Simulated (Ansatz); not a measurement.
Z-matrix (Å, degrees):
```
C
C 1 1.542
Al 1 1.923 2 66.0
F 1 1.383 2 116.6 3 -127.0
H 1 1.094 2 110.8 3 108.4
H 2 1.087 1 119.4 3 -136.0
H 2 1.100 1 110.3 3 95.3
H 3 1.575 1 160.0 2 -168.3
```

Charge 0, multiplicity 1.

(1) List the CAM-B3LYP/def2-TZVPP orbital energies in eV (Ansatz 0.2.0). (Best estimate.)

Results:

(1) Ansatz gave: Occupied: -1526.74, -672.63, -280.17, -278.31, -114.82, -75.57, -75.37, -75.32, -34.07, -22.50, -18.08, -15.18, -14.87, -13.58, -12.73, -12.24, -11.07, -9.03, -7.60. Lowest empty: -0.72, 0.51, 0.96, 2.78, 3.12, 3.33, 4.12, 4.35.
